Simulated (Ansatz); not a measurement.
diantimony anion (Sb₂), SMILES [Sb]#[Sb] (connectivity only; charge and spin as stated), charge -1, multiplicity 2.

Coordinates come from a PBE0-D3(BJ)/def2-TZVPD optimisation. The multiplicity is an assumed one; other spin states were not compared. The def2 effective core potentials stand for the cores of Sb; spin–orbit coupling is left out.

Two levels are set side by side: PBE/def2-TZVPD (Ansatz, a program for electronic structure) and PBE0/def2-TZVPD (Ansatz). Energy differences of separate SCF runs at the same geometry; the states with an electron removed or added have multiplicity 1. Differences are taken from unrounded values.

| quantity | PBE |
|---|---|
| vertical ionisation energy (eV) | 1.12 |

### Question
These are the PBE values. What does PBE0 give? (Estimate from the structure and the level; the computed values follow.)

### Answer

| quantity | PBE0 | PBE minus PBE0 |
|---|---|---|
| vertical ionisation energy (eV) | 1.28 | -0.17 |
